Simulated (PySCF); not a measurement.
C4H10Si, SMILES C(=C\C)/C[SiH3].

Geometry: r2SCAN-D4/def2-SVP. One conformer was computed; it need not be the lowest.

Two levels are set side by side: TDDFT-PBE/def2-SVPD (PySCF) and TDDFT-M06-2X/def2-SVPD (PySCF). Vertical, same geometry. The lowest singlet is HOMO→LUMO+1 99 % with PBE and HOMO→LUMO 72 %, HOMO→LUMO+2 13 % with the other functional; states are paired by order. Differences are taken from unrounded values.

| quantity | TDDFT-M06-2X | TDDFT-PBE | TDDFT-PBE minus TDDFT-M06-2X |
|---|---|---|---|
| lowest singlet excitation (eV) | 6.49 | 5.63 | -0.87 |
| lowest triplet excitation (TDA) (eV) | 4.46 | 4.13 | -0.33 |
| first bright state (f over 0.05) (eV) | 6.49 | 6.04 | -0.45 |
| its oscillator strength | 0.07 | 0.32 | 0.25 |

Functionals without exact exchange tend to place singlet excitations lower, as here. Differences between two approximate levels are no errors against the true value.

Rough cost on one machine, each run with all the roots and properties that it gave: TDDFT-M06-2X against TDDFT-PBE about 20 times.
